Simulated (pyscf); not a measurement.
**`[OH][SiH]([F])[F]`, singlet**

Gas-phase minimum from PySCF at ωB97X-D3(BJ)/def2-SVP, one conformer. 

SMILES: O[SiH](F)F
```xyz
6

O      1.4587    -0.6382    -0.7746
Si     0.7273     0.0066     0.5373
F      1.1661    -0.7743     1.8795
F     -0.8734    -0.1765     0.4481
H      1.3292    -1.5691    -0.9847
H      1.0769     1.4267     0.6321
```

Bonded distances (Å): O1–Si2 1.635, O1–H5 0.963, Si2–F3 1.614, Si2–F4 1.614, Si2–H6 1.466. Angles (°): Si2–O1–H5 119.8, O1–Si2–F3 110.8, O1–Si2–F4 110.8, O1–Si2–H6 109.1, F3–Si2–F4 105.1, F3–Si2–H6 110.5, F4–Si2–H6 110.5.

Properties at ωB97X-D3(BJ)/def2-SVP:

```
Quantity                                                                                                                                                                           Result
---------------------------------------------------------------------------------------------------------------------  ------------------------------------------------------------------
Harmonic wavenumbers, unscaled                                                                                         190, 308, 344, 389, 753, 841, 845, 891, 979, 1009, 2403, 3937 cm⁻¹
Zero-point energy                                                                                                                                                           18.4 kcal/mol
Rotational symmetry number                                                                                                                                                              1
Entropy of this conformer at 298 K and 1 atm, rigid rotor and harmonic oscillator, modes under 100 cm⁻¹ raised to 100                                                     296.7 J/(mol K)
Dipole moment                                                                                                                                                                      1.20 D
```

Single-point totals, which compare only within one level (frozen core for MP2 and CC):

| level | total energy (hartree) |
|---|---|
| ωB97X-D3(BJ)/def2-TZVP | -565.97442 |
| PBE/def2-TZVP | -565.51005 |
| r²SCAN/def2-TZVP | -565.79069 |
| B3LYP-D3(BJ)/def2-TZVP | -565.96068 |
| PBE0-D3(BJ)/def2-TZVP | -565.54005 |
| M06-2X/def2-TZVP | -565.82210 |
| ωB97M-D3(BJ)/def2-TZVP | -566.02500 |
| HF/def2-TZVPP | -564.17771 |
| MP2/def2-TZVPP | -565.03623 |
| CCSD/def2-TZVPP | -565.04547 |
| CCSD(T)/def2-TZVPP | -565.07135 |

Soft torsions are taken as harmonic, which can shift the entropy by several J/(mol K). The CCSD(T) − MP2 part came from Ansatz, without density fitting, on the same reference.
